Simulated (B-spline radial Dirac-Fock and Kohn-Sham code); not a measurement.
Z = 20 (calcium), transition energy 603 keV. These are calculated numbers from a radial B-spline solver; the model is a Dirac-Hartree-Slater potential of the neutral atom with a Latter tail (no hole, which puts coefficients of high multipoles low close above an edge), finite nucleus with surface currents. Subshells that would emit electrons below 1 keV are left out.

Q: A pure transition shows α(K) = 0.000340, L1/L2 = 124 and L1/L3 = 102. What is its multipolarity?
A. E4
B. M3
C. E2
D. M4
E. M2
F. E3
G. E1
H. M1

A: C. For comparison, α(K), L1/L2, L1/L3 are E1 0.000110, 281, 127; E3 0.000938, 57.7, 70.0; E4 0.00249, 31.4, 47.0; M1 0.000173, 189, 254; M2 0.000490, 105, 232; M3 0.00132, 66.2, 125; M4 0.00350, 45.6, 65.1.
